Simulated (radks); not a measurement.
Initial-state core-level shifts of the iodine ion I3+ when its valence configuration changes from [Kr] 4d10 5s2 5p2. Method: Dirac Kohn-Sham, PBE, spin-unpolarised, spherical densities, point nucleus; open shells fill j = l - 1/2 first; computed with a radial shooting solver on a logarithmic mesh with Libxc functionals. Shifts are changes of the shell-averaged eigenvalues in eV (positive: less bound).

[
 {"valence": "4d9 5s2 5p3", "1s": "-10.114", "2p": "-10.693", "3p": "-10.180", "3d": "-10.292"},
 {"valence": "4d9 5s1 5p4", "1s": "-11.578", "2p": "-12.115", "3p": "-11.629", "3d": "-11.740"},
 {"valence": "4d9.5 5s2 5p2.5", "1s": "-5.032", "2p": "-5.315", "3p": "-5.069", "3d": "-5.123"},
 {"valence": "4d10 5s1 5p3", "1s": "-1.523", "2p": "-1.477", "3p": "-1.503", "3d": "-1.502"},
 {"valence": "4d8 5s1 5p5", "1s": "-21.841", "2p": "-23.016", "3p": "-21.929", "3d": "-22.168"},
 {"valence": "4d10 5s1.5 5p2.5", "1s": "-0.765", "2p": "-0.742", "3p": "-0.755", "3d": "-0.755"},
 {"valence": "4d8 5s2 5p4", "1s": "-20.430", "2p": "-21.644", "3p": "-20.530", "3d": "-20.768"},
 {"valence": "4d7.5 5s1.5 5p5", "1s": "-26.361", "2p": "-27.894", "3p": "-26.460", "3d": "-26.767"},
 {"valence": "4d7 5s1.5 5p5.5", "1s": "-31.637", "2p": "-33.522", "3p": "-31.730", "3d": "-32.112"}
]
